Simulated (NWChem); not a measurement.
System: SiNH₃OF₂; SMILES N[Si](F)(F)O

NWChem printed, in part:

```
             Northwest Computational Chemistry Package (NWChem) 7.3.0
             --------------------------------------------------------

                             Geometry "geometry" -> ""
                             -------------------------

 Output coordinates in angstroms (scale by  1.889725989 to convert to a.u.)

  No.       Tag          Charge          X              Y              Z
 ---- ---------------- ---------- -------------- -------------- --------------
    1 N                    7.0000     0.46126100    -1.61010200     0.14101100
    2 Si                  14.0000     0.01653300     0.01836300     0.07920400
    3 O                    8.0000     1.38296700     0.91801500    -0.02357700
    4 F                    9.0000    -0.86820000     0.34093800     1.37407900
    5 F                    9.0000    -0.93027700     0.45272100    -1.14741300
    6 H                    1.0000     1.23241100    -1.97419900    -0.40001200
    7 H                    1.0000    -0.14263800    -2.32834700     0.51417000
    8 H                    1.0000     1.28900800     1.77201000    -0.46803400

 Effective nuclear repulsion energy (a.u.)     265.5248174923

                              NWChem Property Module
                              ----------------------

  itol2e modified to match energy
  convergence criterion.

                                 NWChem DFT Module
                                 -----------------

 Summary of "ao basis" -> "ao basis" (spherical)
 ------------------------------------------------------------------------------
       Tag                 Description            Shells   Functions and Types
 ---------------- ------------------------------  ------  ---------------------
 N                          pcsseg-1                 7       17   3s3p1d
 Si                         pcsseg-1                10       24   4s5p1d
 O                          pcsseg-1                 7       17   3s3p1d
 F                          pcsseg-1                 7       17   3s3p1d
 H                          pcsseg-1                 3        5   2s1p

  itol2e modified to match energy
  convergence criterion.

            General Information
            -------------------
          SCF calculation type: DFT
          Wavefunction type:  closed shell.
          No. of atoms     :     8
          No. of electrons :    50
           Alpha electrons :    25
            Beta electrons :    25
          Charge           :     0
          Spin multiplicity:     1
          Use of symmetry is: off; symmetry adaption is: off
          Maximum number of iterations: 150
          AO basis - number of functions:   107
                     number of shells:    47
          Convergence on energy requested:  1.00D-07
          Convergence on density requested:  1.00D-05
          Convergence on gradient requested:  5.00D-04

              XC Information
              --------------
                        BHLYP Method XC Functional
                     Hartree-Fock (Exact) Exchange  0.500
                        Slater Exchange Functional  0.500 local
                    Becke 1988 Exchange Functional  0.500 non-local
              Lee-Yang-Parr Correlation Functional  1.000

             Grid Information
             ----------------
          Grid used for XC integration:  fine
          Radial quadrature: Mura-Knowles
          Angular quadrature: Lebedev.
          Tag              B.-S. Rad. Rad. Pts. Rad. Cut. Ang. Pts.
          ---              ---------- --------- --------- ---------
          N                   0.65       70          10.0       590
          Si                  1.10      123           9.0       770
          O                   0.60       70          10.0       590
          F                   0.50       70          10.0       590
          H                   0.35       60          12.0       590
          Grid pruning is: on
          Number of quadrature shells:   583
          Spatial weights used:  Erf1

[...]

          -----------------------------------------
          Chemical Shielding Tensors (GIAO, in ppm)
          -----------------------------------------

                                NWChem CPHF Module
                                ------------------

  scftype          =     RHF
  nclosed          =       25
  nopen            =        0
  variables        =     2050
  # of vectors     =        3
  tolerance        = 0.10D-03
  level shift      = 0.00D+00
  max iterations   =       50
  max subspace     =       30

 SCF residual:    7.1113074193949563E-005

Iterative solution of linear equations
  No. of variables     2050
  No. of equations        3
  Maximum subspace       30
        Iterations       50
       Convergence  1.0D-04

   iter   nsub   residual    time
   ----  ------  --------  ---------
     1      3    3.83D-01      36.5
     2      6    3.25D-02      40.7
     3      9    4.09D-03      44.9
     4     12    3.06D-04      49.1
     5     15    3.01D-05      53.3

      Atom:    1  N
        Diamagnetic
    317.6249     -4.3075     -9.1207
     -4.3075    334.1796     -2.3887
     -9.1207     -2.3887    308.0288

        Paramagnetic
    -73.8133      0.3570     -7.7237
      0.3570    -54.3352      2.6136
     -7.7237      2.6136    -77.0605

        Total Shielding Tensor
    243.8116     -3.9505    -16.8445
     -3.9505    279.8444      0.2249
    -16.8445      0.2249    230.9683

           isotropic =     251.5414
          anisotropy =      43.2454

          Principal Components and Axis System
                 1           2           3
              280.3717    254.9599    219.2927

      1        -0.1294      0.8116      0.5696
      2         0.9904      0.1340      0.0341
      3         0.0486     -0.5686      0.8212

      Atom:    2  Si
        Diamagnetic
    879.5840     -0.3119     -0.6566
     -0.3119    878.5278     -0.9743
     -0.6566     -0.9743    878.9957

        Paramagnetic
   -462.9775      6.8399      4.2864
      6.8399   -407.6272     12.6970
      4.2864     12.6970   -470.1003

        Total Shielding Tensor
    416.6065      6.5279      3.6298
      6.5279    470.9006     11.7227
      3.6298     11.7227    408.8954

           isotropic =     432.1342
          anisotropy =      62.6748

          Principal Components and Axis System
                 1           2           3
              473.9174    416.3245    406.1606

      1         0.1227      0.9630     -0.2399
      2         0.9755     -0.1615     -0.1495
      3         0.1827      0.2157      0.9592

      Atom:    3  O
        Diamagnetic
    394.1892     12.1528     -0.7141
     12.1528    398.1063     -8.6294
     -0.7141     -8.6294    377.4430

        Paramagnetic
    -93.8943     18.5445     -1.7209
     18.5445    -94.2566      3.2064
     -1.7209      3.2064    -99.8841

        Total Shielding Tensor
    300.2949     30.6973     -2.4350
     30.6973    303.8498     -5.4230
     -2.4350     -5.4230    277.5589

           isotropic =     293.9012
          anisotropy =      59.2279

          Principal Components and Axis System
                 1           2           3
              333.3865    277.5951    270.7220

      1         0.6806      0.2814      0.6765
      2         0.7258     -0.1327     -0.6750
      3        -0.1002      0.9504     -0.2945

      Atom:    4  F
        Diamagnetic
    470.4885     -3.3694    -13.3809
     -3.3694    463.1828      4.8007
    -13.3809      4.8007    481.2793

        Paramagnetic
   -126.7194    -10.9249    -33.4844
    -10.9249   -153.4513     15.8600
    -33.4844     15.8600   -104.9875

        Total Shielding Tensor
    343.7691    -14.2942    -46.8653
    -14.2942    309.7315     20.6607
    -46.8653     20.6607    376.2918

           isotropic =     343.2641
          anisotropy =     108.5007

          Principal Components and Axis System
                 1           2           3
              415.5979    310.4396    303.7549

      1        -0.5635      0.8207      0.0944
      2         0.2309      0.0467      0.9719
      3         0.7932      0.5694     -0.2158

      Atom:    5  F
        Diamagnetic
    472.9635     -4.2300     12.9116
     -4.2300    464.6485     -5.9642
     12.9116     -5.9642    479.2950

        Paramagnetic
   -131.8563    -17.6050     33.0232
    -17.6050   -164.1600    -16.9954
     33.0232    -16.9954   -122.8463

        Total Shielding Tensor
    341.1072    -21.8350     45.9348
    -21.8350    300.4885    -22.9596
     45.9348    -22.9596    356.4487

           isotropic =     332.6814
          anisotropy =     108.3756

          Principal Components and Axis System
                 1           2           3
              404.9319    302.4683    290.6442

      1         0.6224      0.7234      0.2988
      2        -0.2899     -0.1415      0.9465
      3         0.7270     -0.6758      0.1217

      Atom:    6  H
        Diamagnetic
     34.4357     -7.4240     -8.7478
     -7.4240     31.1177      3.9900
     -8.7478      3.9900     26.5474

        Paramagnetic
     -0.7062      1.5475      1.7675
      1.5475     -1.2605     -0.5829
      1.7675     -0.5829      1.0522

        Total Shielding Tensor
     33.7295     -5.8765     -6.9803
     -5.8765     29.8573      3.4072
     -6.9803      3.4072     27.5995

           isotropic =      30.3954
          anisotropy =      17.4979

          Principal Components and Axis System
                 1           2           3
               42.0607     26.1186     23.0071

      1         0.7367      0.3499      0.5786
      2        -0.4860      0.8689      0.0934
      3        -0.4701     -0.3501      0.8102

      Atom:    7  H
        Diamagnetic
     28.9391      7.0977     -5.2432
      7.0977     38.8441     -5.7562
     -5.2432     -5.7562     24.3290

        Paramagnetic
      0.2759     -0.7161      1.2742
     -0.7161     -2.3909      0.8890
      1.2742      0.8890      1.4967

[...]
```

Level: BHandHLYP/pcSseg-1, GIAO. Structure relaxed at the B3LYP/6-31G* (spherical d) level. NWChem prints the field gradient with the sign opposite to the second derivative of the potential. The printed shielding anisotropy is the first printed principal value minus the mean of the other two.

Question: Which NWChem input produces such a log?

Answer: Several could match; the one computed here: the input that was run:
```
start job
memory heap 200 mb stack 900 mb global 1100 mb
geometry units angstroms noautosym nocenter noautoz
  N      0.461261    -1.610102     0.141011
  Si     0.016533     0.018363     0.079204
  O      1.382967     0.918015    -0.023577
  F     -0.868200     0.340938     1.374079
  F     -0.930277     0.452721    -1.147413
  H      1.232411    -1.974199    -0.400012
  H     -0.142638    -2.328347     0.514170
  H      1.289008     1.772010    -0.468034
end
basis spherical
  N library pcsseg-1
  Si library pcsseg-1
  O library pcsseg-1
  F library pcsseg-1
  H library pcsseg-1
end
dft
  xc bhlyp
  iterations 150
end
property
  shielding
  efieldgrad
end
task dft property
```
